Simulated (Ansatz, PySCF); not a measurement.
Pair of molecules: C2H4 (SMILES C=C) (first 6 atoms) with C2H6O (SMILES COC); geometry from B3LYP-D3(BJ)/def2-TZVP, rigid monomers moved along the line of their centres of mass till H3···O8 is 2.82 Å.
(charge 0, multiplicity 1):
```xyz
15

C     -0.44379     0.26335     0.86130
C      0.71426    -0.14896     0.36590
H     -0.82173    -0.10254     1.80829
H     -1.05552     0.98644     0.33428
H      1.09653     0.21701    -0.57962
H      1.32753    -0.87557     0.88562
C     -0.58154     1.02349     4.92432
O     -0.55810    -0.35097     4.60439
C      0.74976    -0.88105     4.60928
H     -0.00678     1.61168     4.19773
H     -0.17127     1.20660     5.92588
H     -1.62148     1.34567     4.90168
H      1.39146    -0.36516     3.88404
H      0.67603    -1.93297     4.33742
H      1.20962    -0.79863     5.60265
```

Interaction energies are E(AB) − E(A) − E(B) at the monomers' geometry in the complex; basis-set methods are counterpoise corrected. Rows marked so take none.

Correlated levels freeze the cores. Rows in 6-31G* carry no dispersion term and start afresh at each structure (6-31G* with six Cartesian d functions). MP2/6-31G* freezes PySCF's default core.

Run with Ansatz (a quantum-chemistry and plane-wave program) with Gaussian orbitals; PySCF for 6-31G* rows. Values without a source in brackets are computed.

Question: Estimate the interaction energy that HF/6-31G* (no counterpoise) returns for this input.

Answer: -1.0 kcal/mol

Question: Give the interaction energy at the level CCSD(T)/aug-cc-pVDZ.

Answer: -1.5 kcal/mol

Question: Give the interaction energy at the level MP2/6-31G* (no counterpoise).

Answer: -2.2 kcal/mol
